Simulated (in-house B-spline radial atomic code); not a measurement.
Computed with a B-spline radial atomic code. Model: two electrons, singlet ground state, non-relativistic, full CI in B-splines with partial waves to l = 8 (at full coupling up to 3e-4 hartree above the limit, correlation up to 0.6 % small), density held at that of full coupling by Lieb maximisation.

Along the adiabatic connection the electron repulsion is scaled by a coupling λ while a local potential keeps the density fixed. At λ = 0 the system is the Kohn-Sham one and W equals the exchange energy; the exchange-correlation energy is the area under W between 0 and 1. The kinetic energy rises with λ as the electrons avoid each other, with dT/dλ = −λ dW/dλ.

Command:
```bash
python run_ac.py task.json out
```
Settings (lengths in bohr, energies in hartree):
```
potential              yukawa
strength               4.13
lmax                   8
second                 0.568
```

Time taken, with all properties: 11 s on 1 thread of Intel(R) Xeon(R) Processor @ 2.30GHz, with other jobs on the host.

**W = mean repulsion less Hartree energy, and W of three functionals.**

Given: confinement screened point charge; nuclear charge 4.13; screening of the nucleus 0.568 1/bohr; external potential -Z exp(-k r)/r.

Computed: LDA exchange minus exact 323.82 millihartree; PBE exchange minus exact 36.903 millihartree.

```tsv
coupling	W xc (hartree)	W xc minus exchange (millihartree)	kinetic minus Kohn-Sham (millihartree)	LDA (PW92) W minus its exchange (millihartree)	PBE W minus its exchange (millihartree)	SCAN W minus its exchange (millihartree)
0	-2.312	0	0	0	0	0
0.02	-2.3139	-1.886	0	-13.83	-1.83	-1.84
0.05	?	?	?	?	?	?
0.12	?	?	?	?	?	?
0.25	-2.3351	-23.047	2.9	-98.66	-23.23	-21.95
0.4	-2.3484	-36.346	7.2	-137.53	-37.05	-34.36
0.6	-2.3655	-53.494	15.7	-181.15	-55.09	-50.2
0.8	-2.382	-70.007	27.3	-218.72	-72.61	-65.34
1	-2.3979	-85.919	41.6	-252.07	-89.58	-79.85
1.4	-2.4281	-116.06	77.7	-309.82	-121.87	-107.2
2	-2.4695	-157.48	147.9	-381.34	-166.43	-144.64
3	-2.5299	-217.9	298.1	-475.58	-231.71	-199.32
4.5	-2.6046	-292.58	576.1	-582.44	-313.08	-267.63
7	-2.6989	-386.88	1111.8	-710.01	-418.04	-356.08
10	-2.7799	-467.85	1793.2	-817.83	-511.68	-434.83
```

**Question.** What belongs in the row 0.05?

**Answer.** W xc (hartree): -2.3167; W xc minus exchange (millihartree): -4.701; kinetic minus Kohn-Sham (millihartree): 0.1; LDA (PW92) W minus its exchange (millihartree): -29.04; PBE W minus its exchange (millihartree): -4.61; SCAN W minus its exchange (millihartree): -4.56.

**Question.** What belongs in the row 0.12?

**Answer.** W xc (hartree): -2.3232; W xc minus exchange (millihartree): -11.204; kinetic minus Kohn-Sham (millihartree): 0.7; LDA (PW92) W minus its exchange (millihartree): -57.32; PBE W minus its exchange (millihartree): -11.12; SCAN W minus its exchange (millihartree): -10.77.

**Question.** What is the SCAN exchange minus exact?

**Answer.** -5.8303 millihartree.

**Energy parts, natural occupations and partial-wave weights.**

Computed: total energy -10.4273 hartree; exchange energy -2.312 hartree; kinetic part of the DFT correlation energy 0.041597 hartree; initial slope twice GL2 -0.094505 hartree; kinetic part over minus potential part 0.48414; Hartree energy 4.624 hartree; Lieb Oxford ratio E_xc over LDA exchange 1.1852.

```csv
natural,occupation of the shell (electrons)
s,1.9965
p,0.0018534
s,?
d,9.4658e-05
p,6.9677e-05
s,3.1065e-05
```

**Question.** What belongs in the row s?

**Answer.** occupation of the shell (electrons): 0.001416.

```json
{"wave": "s", "weight": "0.99897"}
{"wave": "p", "weight": "0.00096511"}
{"wave": "d", "weight": "5.3281e-05"}
{"wave": "f", "weight": "?"}
{"wave": "g", "weight": "1.8235e-06"}
```

**Question.** What belongs in the row f?

**Answer.** weight: 7.731e-06.

**Question.** What is the Kohn-Sham kinetic?

**Answer.** 14.139 hartree.

**Question.** What is the correlation energy?

**Answer.** -0.044322 hartree.

Half-way to full coupling W has made 52 % of its drop, against 50 % for a straight line, and second-order (GL2) theory, half the initial slope, overshoots the correlation energy by about 7 %: correlation is weak here. Over couplings 0 to 1 the errors in E_xc come to about +218 millihartree for LDA, +36 millihartree for PBE, -3.1 millihartree for SCAN, so SCAN is nearest. In LDA and PBE and SCAN the errors of exchange and correlation have opposite signs, so the sum is smaller than the larger of the two.
